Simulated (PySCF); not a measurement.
Species: C3H5GeNO.
Numbering: `[GeH3:1][c:2]1[cH:3][cH:4][n:5][o:6]1` (hydrogens: H7, H8, H9 on Ge1; H10 on C3; H11 on C4)

Computed by this run: PBE0-D3(BJ)/def2-SVP geometry optimisation, gas phase in PySCF; density fitting, grid level 1; the optimiser is geomeTRIC in internal coordinates, started from a GFN2-xTB structure with every atom displaced at random (about 0.01 Å).

Step 2: E = -63219.1087 eV
```
atom  x, y, z in Å  |  force x, y, z in eV/Å
Ge1    -1.9788   -0.1098   -0.1406   -0.017  -0.045  -0.004
C2     -0.0346   -0.1093   -0.1447    0.034  -0.036   0.148
C3      0.8993    0.4901    0.6556   -0.038   0.223   0.160
C4      2.1431    0.0853    0.1028   -0.309  -0.210  -0.153
N5      1.9524   -0.7050   -0.9222    0.225  -0.107  -0.233
O6      0.6058   -0.8286   -1.0791    0.248   0.143   0.083
H7     -2.4188    0.3008    1.2710   -0.012   0.011   0.004
H8     -2.4760   -1.5211   -0.4842    0.013   0.024   0.014
H9     -2.5047    0.8994   -1.1713    0.011   0.005  -0.015
H10     0.7213    1.1312    1.5146   -0.009   0.029   0.009
H11     3.1637    0.3301    0.4096   -0.146  -0.036  -0.013
```

Step 3: E = -63219.1125 eV
```
atom  x, y, z in Å  |  force x, y, z in eV/Å
Ge1    -1.9727   -0.1154   -0.1408    0.023   0.082   0.022
C2     -0.0310   -0.1000   -0.1273   -0.185  -0.055   0.001
C3      0.9014    0.5025    0.6705    0.091  -0.140  -0.189
C4      2.1284    0.0790    0.0905   -0.002  -0.049   0.022
N5      1.9449   -0.7005   -0.9438   -0.045   0.124   0.166
O6      0.5963   -0.8120   -1.0770   -0.024   0.039  -0.049
H7     -2.4292    0.3035    1.2585   -0.041   0.033   0.077
H8     -2.4554   -1.5230   -0.4761   -0.039  -0.136  -0.025
H9     -2.4879    0.8820   -1.1838   -0.016   0.039  -0.050
H10     0.7377    1.1398    1.5358    0.015  -0.005  -0.024
H11     3.1403    0.3072    0.4049    0.224   0.069   0.049
```

Step 4: E = -63219.1168 eV
```
atom  x, y, z in Å  |  force x, y, z in eV/Å
Ge1    -1.9791   -0.1142   -0.1370    0.007   0.008  -0.016
C2     -0.0340   -0.1073   -0.1361    0.085   0.033  -0.021
C3      0.9006    0.4953    0.6600    0.016  -0.017   0.094
C4      2.1364    0.0757    0.0988   -0.019   0.053  -0.024
N5      1.9561   -0.6938   -0.9418   -0.075   0.005   0.045
O6      0.6079   -0.8065   -1.0865   -0.049  -0.077  -0.096
H7     -2.4313    0.3106    1.2673    0.004   0.005  -0.005
H8     -2.4699   -1.5277   -0.4698   -0.002  -0.013   0.006
H9     -2.4961    0.8854   -1.1824    0.003  -0.005  -0.006
H10     0.7310    1.1348    1.5220    0.008  -0.006   0.013
H11     3.1513    0.3109    0.4169    0.021   0.015   0.013
```

**Question.** Estimate the geometry and energy of step 5. (The exact step hangs on the optimiser's Hessian estimate; all steps are aligned on step 4, rigid shifts and turns removed.)

**Answer.** E = -63219.1177 eV, largest force 0.083 eV/Å
```
atom  x, y, z in Å  |  force x, y, z in eV/Å
Ge1    -1.9782   -0.1129   -0.1392   -0.012  -0.013   0.004
C2     -0.0329   -0.1094   -0.1305   -0.039  -0.008   0.039
C3      0.9025    0.4875    0.6703   -0.032   0.009  -0.025
C4      2.1353    0.0806    0.0954    0.028  -0.029   0.003
N5      1.9496   -0.6913   -0.9427    0.044  -0.003  -0.059
O6      0.6020   -0.8093   -1.0856    0.041   0.056   0.046
H7     -2.4357    0.3210    1.2619    0.004  -0.001  -0.023
H8     -2.4702   -1.5301   -0.4661    0.009   0.028   0.014
H9     -2.4889    0.8821   -1.1933    0.008  -0.017   0.005
H10     0.7359    1.1222    1.5366   -0.004  -0.001   0.001
H11     3.1534    0.3228    0.4046   -0.047  -0.019  -0.006
```

The energy changes by -0.0009 eV. The first-order estimate −F·Δx gives -0.0029 eV and the mean of the old and new forces, exact on a quadratic surface, -0.0009 eV. The step makes an angle of 69° with the force vector and moves no atom by more than 0.020 Å.

What follows is the cost of the whole optimisation. Hardware: one thread of an Arm Neoverse V1, on a shared host. Cost: 90 s, 0.53 GiB resident at most.
